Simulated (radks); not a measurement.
Charge is removed step by step from the 3p down level of the gallium ion Ga15+, starting from [Ne] 3s2 3p(up 3, down 1). All-electron calculation, scalar-relativistic Kohn-Sham, BLYP, spin-polarised, spherical densities, finite nucleus; Fermi nuclear charge, rms radius 3.9973 fm. Program: a radial shooting solver on a logarithmic mesh with Libxc functionals.

removed (e)	E - E(0) (eV)	eigenvalue (eV)	E minus straight line (eV)
0	0.000	-529.16	0.000
0.125	66.426	-533.85	-2.051
0.25	133.44	-538.54	-3.515
0.375	201.04	-543.23	-4.393
0.5	269.22	-547.92	-4.685
0.625	337.99	-552.60	-4.391
0.75	407.35	-557.28	-3.512
0.875	477.29	-561.96	-2.048
1	547.82	-566.63	0.000

Removing the whole electron costs 547.82 eV by Delta-SCF, against 529.16 eV from minus the eigenvalue at the starting occupation. Slater's transition state (half an electron removed) gives 547.92 eV. Integrating minus the eigenvalue over the occupation (Janak's theorem) gives 547.91 eV. In this scalar-relativistic scheme the density is built from large components alone, so the theorem holds only approximately. The mean slope of the eigenvalue, de/dn, is 37.5 eV per electron. Ionisation energy of Ga15+ in the NIST Atomic Spectra Database: 548 eV (semi-empirical).
